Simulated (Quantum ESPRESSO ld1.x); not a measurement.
Ce40+, configuration [Ar].

Calculated with ld1.x of Quantum ESPRESSO 7.5: Dirac Kohn-Sham, relativistic LDA (MacDonald-Vosko exchange, VWN5 correlation), spin-unpolarised, spherical densities, point nucleus.

Energy parts (eV):
| part | energy |
|---|---|
| total | -204290 |
| kinetic | 220842 |
| electron-nucleus | -452036 |
| Hartree | 29938 |
| exchange-correlation | -3035 |

Orbitals (lengths in bohr, moments of r in powers of bohr; <r^-3> diverges for s and p1/2):
orbital  occ.  eigenvalue (eV)  <r^-3>
1s1/2       2         -42301.9       -
2s1/2       2         -8662.94       -
2p1/2       2         -8334.36       -
2p3/2       4         -7884.87    7163
3s1/2       2         -3275.39       -
3p1/2       2         -3152.29       -
3p3/2       4         -3042.25    1808
3d3/2       0         -2859.26   312.0
3d5/2       0         -2833.18   284.3
4s1/2       0         -1690.04       -

The highest occupied level is 3p3/2 at -3042.3 eV. For comparison, the ionisation energy in NIST's Atomic Spectra Database is 3087 eV (theoretical). In exact Kohn-Sham theory the highest level is minus the ionisation energy, but local and semilocal functionals leave it too shallow, through self-interaction and a potential that decays too fast; potentials with the right tail come closer. Summed over all electrons, <r^2> = 0.6704 bohr^2, which gives a Langevin (diamagnetic) susceptibility term of -0.531 x 10^-6 cm^3/mol. The density falls to 0.001 e/bohr^3 at r = 0.75 bohr.
